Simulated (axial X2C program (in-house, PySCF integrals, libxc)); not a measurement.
## ZrCl along the bond: PBE0, 2c

Computed with an in-house relativistic program for diatomic molecules. Two-component (2c) means X2C with spin–orbit coupling and atomic mean-field two-electron Coulomb and Gaunt terms. Basis: Zr dyall-cv3z [11s12p9d6f3g], Cl dyall-av3z [9s8p3d2f] (cores contracted in-house); Gaussian nuclei, density fitting, unrestricted open shells. Masses: Zr 89.905 u, Cl 34.969 u.

State: Ω = 3/2 (⟨Sz⟩ = 1.50, ⟨Lz⟩ = 0.00 at PBE0). Dipoles are positive if Cl is the positive end.

Results along the bond:

| R (Å) | μ (D) | HOMO (eV) | LUMO (eV) |
| --- | --- | --- | --- |
| 2.033 | -2.611 | -3.92 | -1.52 |
| 2.127 | -3.023 | -4.09 | -1.65 |
| 2.197 | -3.354 | -4.22 | -1.77 |
| 2.267 | -3.702 | -4.34 | -1.88 |
| 2.337 | -4.065 | -4.47 | -2.00 |
| 2.419 | -4.505 | -4.61 | -2.14 |
| 2.501 | -4.959 | -4.75 | -2.27 |
| 2.606 | -5.558 | -4.91 | -2.43 |
| 2.734 | -6.307 | -5.11 | -2.64 |
| 2.921 | -7.409 | -5.36 | -2.95 |

One determinant describes the state; a PBE0 search over occupations chose it and may have missed a lower one. Density functionals use the spin component along the axis (collinear). Other states lie close and PBE0, whose exact exchange favours high spin, may order them wrongly; the determinant shown need not be the ground state. The nearest other 2c determinant of the search, Ω = 3/2, lies 0.12 eV up at the distance of the search. With several unpaired electrons one determinant need not be a pure state. This is the top spin component of a Σ state; components of lower Ω are not single determinants and can lie lower.
